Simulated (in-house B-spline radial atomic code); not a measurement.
A fraction x of an electron is moved 3d → 4f in Mo²⁺, starting from [Kr] 4d4 and keeping the highest spin. Method: scalar-relativistic (X2C) revTPSS, spin-polarised, spherical fractional occupations, Fermi nucleus of rms radius 4.4091 fm. Calculated with a B-spline radial code for spherical atoms.

```json
{"x": "0", "E(x) - E(0) (eV)": "0.0000", "3d down level (eV)": "-238.783", "4f up level (eV)": "-"}
{"x": "0.125", "E(x) - E(0) (eV)": "29.4853", "3d down level (eV)": "-242.317", "4f up level (eV)": "-4.814"}
{"x": "0.25", "E(x) - E(0) (eV)": "?", "3d down level (eV)": "?", "4f up level (eV)": "?"}
{"x": "0.375", "E(x) - E(0) (eV)": "89.6738", "3d down level (eV)": "-249.425", "4f up level (eV)": "-5.407"}
{"x": "0.5", "E(x) - E(0) (eV)": "120.3816", "3d down level (eV)": "-252.967", "4f up level (eV)": "-5.659"}
{"x": "0.625", "E(x) - E(0) (eV)": "151.5013", "3d down level (eV)": "-256.498", "4f up level (eV)": "-5.889"}
{"x": "0.75", "E(x) - E(0) (eV)": "?", "3d down level (eV)": "?", "4f up level (eV)": "?"}
{"x": "0.875", "E(x) - E(0) (eV)": "214.9783", "3d down level (eV)": "-263.514", "4f up level (eV)": "-6.310"}
{"x": "1", "E(x) - E(0) (eV)": "247.3343", "3d down level (eV)": "-266.994", "4f up level (eV)": "-6.504"}
```

Q: What belongs in the row x = 0.25?

A: An energy change of 59.3762 eV; 3d down at -245.871 eV, 4f up at -5.123 eV.

Q: What belongs in the row x = 0.75?

A: An energy change of 183.0337 eV; 3d down at -260.014 eV, 4f up at -6.105 eV.

Q: Check Janak's theorem between x = 0.375 and 0.5.

A: The slope of the energy is 245.66 eV; the orbital levels give 245.66 eV (ε of the receiving orbital less ε of the emptying one, averaged over the two points).
